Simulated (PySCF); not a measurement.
MgHBr, SMILES [Br][MgH].

Geometry optimised at B3LYP-D3(BJ)/def2-TZVP.

Vertical ionisation energy (IE) and electron affinity (EA) in eV. Rows of orbital energies are one-electron estimates. Where ΔSCF, EOM or ADC give a negative EA the extra electron is unbound and the value depends on the basis.

| level | IE | EA |
|---|---|---|
| −ε(HOMO), −ε(LUMO), HF/def2-TZVPD (PySCF) | 11.04 | -0.90 |
| −ε(HOMO), −ε(LUMO), B3LYP/def2-TZVPD (PySCF) | 7.91 | 1.37 |
